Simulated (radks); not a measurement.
Results of a calculation; reference values are marked as such.
Question: Ir4+, 73 electrons, occupied as [Xe] 4f14 5d5. Level of theory: Dirac Kohn-Sham, PBE, spin-unpolarised, spherical densities, point nucleus; open shells fill j = l - 1/2 first (a radial shooting solver on a logarithmic mesh with Libxc functionals). Some entries of the table are withheld. Estimate them.

orbital  occ.  eigenvalue (hartree)  r(max) (bohr)  <1/r> (bohr^-1)
1s1/2       2             -2795.455        0.01081              (1)
2s1/2       2             -490.0648        0.06249            22.58
2p1/2       2             -469.4535        0.04620            22.53
2p3/2       4             -409.6324        0.05336            18.59
3s1/2       2             -115.9305         0.1759            8.288
3p1/2       2             -106.7112         0.1644            8.199
3p3/2       4             -93.61221         0.1790            7.175
3d3/2       4             -78.24764         0.1397            7.071
3d5/2       6             -75.41747         0.1437            6.835
4s1/2       2             -26.08326         0.3977            3.496
4p1/2       2             -22.19515         0.3965            3.385
4p3/2       4             -19.09701         0.4268            3.030
4d3/2       4                   (2)         0.4211            2.822
4d5/2       6                   (3)         0.4305            2.739
5s1/2       2              -5.29177         0.8905            1.399
5p1/2       2              -4.06158         0.9448            1.276
4f5/2       6              -4.06017         0.3927            2.335
4f7/2       8              -3.94533         0.3974            2.302
5p3/2       4              -3.54889          1.024            1.153
5d3/2       4              -1.87708          1.234           0.8838
5d5/2       1              -1.81904          1.266           0.8585

Answer: 
(1) 1s1/2 <1/r> (bohr^-1): 92.26
(2) 4d3/2 eigenvalue (hartree): -12.73136
(3) 4d5/2 eigenvalue (hartree): -12.15630
